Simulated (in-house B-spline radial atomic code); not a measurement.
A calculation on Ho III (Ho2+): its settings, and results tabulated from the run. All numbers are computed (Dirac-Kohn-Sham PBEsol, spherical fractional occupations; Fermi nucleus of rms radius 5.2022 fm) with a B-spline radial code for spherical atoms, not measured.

Command:
```bash
python run_scf.py task.json out
```
Settings (nuclear radius in fm, mass in u):
```
Z                67
configuration    [Xe] 4f11
hamiltonian      dirac
method           pbesol
spin_polarised   False
nucleus          fermi
rms_radius       5.2022
atomic_mass      164.93033
speed_of_light   137.035999084
```

Output (hartree, bohr):
```
 radial grid: 78 intervals, B-splines of order 8, outer radius 53.7037 bohr

 iter        energy (Eh)    residual
    1      -12587.025095    6.89e-01
    2      -12582.817562    1.28e+00
    3      -12621.443246    2.06e-01
    4      -12622.346086    7.06e-02
    5      -12622.225872    7.29e-02
    6      -12622.367276    7.06e-02
    7      -12622.492962    3.08e-03
    8      -12622.493218    4.55e-04
    9      -12622.493229    5.10e-06
   10      -12622.493229    8.37e-07
   11      -12622.493229    1.90e-08

 total energy                    -12622.49323
 kinetic                           13884.5025
 electron-nucleus                 -31145.9933
 Hartree                            4906.3392
 exchange-correlation               -267.3417

 first-order corrections (not in the total)
   Gaunt                            13.5947
   retardation                      -1.4352
   frequency dependence             -0.1969
   self-energy                       9.6216
   Uehling                          -1.6247
   Wichmann-Kroll                    0.0553
   recoil                            0.0267

 orbital      occ     eigenvalue          <r>       <r^2>       <1/r>     <1/r^2>       <r^4>       r_max    small
 1s1/2      2.000     -2036.4859    0.0207461 0.000588608     76.0128       13368 9.26752e-07     0.01312  6.27e-02
 2s1/2      2.000      -340.9028    0.0875617  0.00911559     18.2452     1726.46 0.000144251     0.07482  1.40e-02
 2p1/2      2.000      -324.5603    0.0729148  0.00658384     18.2248     548.126 8.84792e-05     0.05625  1.40e-02
 2p3/2      4.000      -293.0884    0.0800803  0.00780637     15.8826     344.084 0.000119566     0.06237  1.29e-02
 3s1/2      2.000       -76.5278     0.229522   0.0603396       6.671     377.314   0.0055062      0.2116  4.48e-03
 3p1/2      2.000       -69.3651     0.219186   0.0559122     6.58863     120.953  0.00495455       0.199  4.42e-03
 3p3/2      4.000       -62.7925     0.232721    0.062813     5.99115     76.9774  0.00620153      0.2118  4.11e-03
 3d3/2      4.000       -50.4863      0.20539   0.0496248     5.87555     43.2463  0.00438887      0.1674  3.99e-03
 3d5/2      6.000       -49.0497     0.209591   0.0515406     5.72891     40.6568  0.00470358       0.171  3.90e-03
 4s1/2      2.000       -15.5196     0.518946    0.304327     2.79098     91.9222    0.134976      0.4843  1.44e-03
 4p1/2      2.000       -12.6751     0.528646    0.318416     2.68295     28.7152    0.152053      0.4869  1.36e-03
 4p3/2      4.000       -11.1988      0.55981    0.356813     2.47627     18.3376    0.191036      0.5143  1.24e-03
 4d3/2      4.000        -6.5113     0.590393    0.405086     2.25485      9.2778    0.268724      0.5181  1.06e-03
 4d5/2      6.000        -6.2435     0.601496    0.420362     2.20376     8.69827    0.289637       0.527  1.03e-03
 5s1/2      2.000        -2.3735      1.27633     1.83515     1.04485     15.1451     5.03456       1.136  2.91e-04
 5p1/2      2.000        -1.6061      1.43713     2.34815    0.916815     4.05296     8.61754       1.241  2.28e-04
 5p3/2      4.000        -1.4196      1.54175     2.70308    0.844602     2.56677      11.452       1.327  1.99e-04
 4f5/2      4.714        -0.6555     0.832461    0.939946     1.61809     3.49366     2.84878      0.5209  6.06e-04
 4f7/2      6.286        -0.6194     0.850917    0.988844     1.59109      3.3859     3.23092      0.5263  5.90e-04
```

Time taken, with all properties: 2.7 s on 1 thread of Arm Neoverse V1, on a shared host.

For the Dirac Hamiltonian the kinetic term is c α·p + (β - 1)c².
